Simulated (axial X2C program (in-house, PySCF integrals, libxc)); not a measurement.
Outer orbitals of CuH⁺ at 1.468 Å, PBE0

Computed with an in-house all-electron X2C program for linear molecules (integrals from PySCF). Spin-free means the one-electron spin-free X2C Hamiltonian; two-component (2c) means X2C with spin–orbit coupling and atomic mean-field two-electron Coulomb and Gaunt terms, so the difference of the two also holds small scalar two-electron terms. Basis: Cu dyall-cv3z [9s9p6d3f2g], H dyall-v3z [6s2p1d] (cores contracted in-house); Gaussian nuclei, density fitting, unrestricted open shells. Masses: Cu 62.930 u, H 1.008 u.

The distance is close to the 2c PBE0 minimum; the highest filled and lowest empty levels are listed.

Spin-free orbitals, state M_S = 1/2, Λ = 0 (beyond evenly filled blocks: σα) (Löwdin shares):

| symmetry | occupied | ε (eV) | atomic character |
| --- | --- | --- | --- |
| σα | yes | -20.09 | 81% Cu d, 16% H s |
| π-α | yes | -18.57 | 99% Cu d |
| π+α | yes | -18.57 | 99% Cu d |
| π-β | yes | -18.26 | 99% Cu d |
| π+β | yes | -18.26 | 99% Cu d |
| δ+α | yes | -18.13 | 100% Cu d |
| δ-α | yes | -18.13 | 100% Cu d |
| σβ | yes | -17.87 | 58% Cu d, 29% H s, 10% Cu s |
| δ+β | yes | -17.71 | 100% Cu d |
| δ-β | yes | -17.71 | 100% Cu d |
| σα | yes | -16.47 | 44% H s, 32% Cu s, 17% Cu d |
| σβ | no | -12.16 | 38% Cu d, 34% Cu s, 25% H s |
| σα | no | -9.33 | 44% Cu s, 42% Cu p, 9% H s |
| σβ | no | -8.83 | 50% Cu p, 33% Cu s, 12% H s |
| π-α | no | -6.38 | 95% Cu p, 5% H p |
| π+α | no | -6.38 | 95% Cu p, 5% H p |

Spinors with spin–orbit coupling (state Ω = 1/2):

```
   ω  occupied  ε (eV)             atomic character     λ mixture
 1/2       yes  -20.10            81% Cu d, 16% H s        100% σ
-1/2       yes  -18.66                     98% Cu d   95% π, 5% σ
 3/2       yes  -18.54                     99% Cu d   98% π, 2% δ
-3/2       yes  -18.34                    100% Cu d  55% δ, 45% π
 1/2       yes  -18.32                     99% Cu d        100% π
-3/2       yes  -18.12                     99% Cu d  55% π, 45% δ
 5/2       yes  -18.03                    100% Cu d        100% δ
-1/2       yes  -17.85   59% Cu d, 28% H s, 9% Cu s   96% σ, 4% π
 3/2       yes  -17.81                    100% Cu d   98% δ, 2% π
-5/2       yes  -17.61                    100% Cu d        100% δ
 1/2       yes  -16.47  44% H s, 32% Cu s, 18% Cu d        100% σ
-1/2        no  -12.16  38% Cu d, 34% Cu s, 25% H s        100% σ
 1/2        no   -9.33   44% Cu s, 42% Cu p, 9% H s        100% σ
-1/2        no   -8.83  50% Cu p, 33% Cu s, 12% H s        100% σ
-1/2        no   -6.40             95% Cu p, 5% H p        100% π
```

Mulliken charges and populations of the two-component result (they depend on the basis, above all on diffuse functions):

Cu 0.96 e (s 6.45 p 12.06 d 9.53), H 0.04 e (s 0.93 p 0.03). ⟨Lz⟩ = 0.00 ħ and ⟨Sz⟩ = 0.50 ħ (0.34 and 0.16 on the two atoms), which add up to Ω.

Occupations by symmetry block were frozen at the best pattern of an incomplete PBE0 search. Density functionals use the spin component along the axis (collinear).
